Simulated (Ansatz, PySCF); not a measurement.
Species: sum formula SnOBr, charge 0, multiplicity 2. It need not be the lowest isomer of its formula. 
Coordinates optimised at B3LYP-D3(BJ)/def2-TZVP (Ansatz, an electronic-structure program):
```xyz
3

Sn    -0.6358     0.4728    -0.5405
O     -1.6875    -1.2080    -0.4419
Br     1.2941    -0.3993     0.8732
```
Charge 0, spin multiplicity 2.

Dipole moments at this geometry, in debye (magnitudes).

| level | program | dipole (D) |
|---|---|---|
| r2SCAN/def2-TZVPD | Ansatz | 3.11 |
| B97M-V/def2-TZVPD | Ansatz | 3.29 |
| B3LYP/def2-TZVPD | Ansatz | 3.33 |
| BHLYP/def2-TZVPD | Ansatz | 3.47 |
| TPSSh/def2-TZVPD | PySCF | 3.17 |
| r2SCAN0/def2-TZVPD | Ansatz | … |
| M06-2X/def2-TZVPD | PySCF | 3.36 |
| LC-wPBE/def2-TZVPD | Ansatz | 3.36 |
| wB97X-V/def2-TZVPD | Ansatz | 3.36 |
| CCSD(T)/def2-SVPD | Ansatz | … |

Q: What belongs in the gaps?

A: 
- r2SCAN0/def2-TZVPD, dipole (D): 3.25
- CCSD(T)/def2-SVPD, dipole (D): 3.25
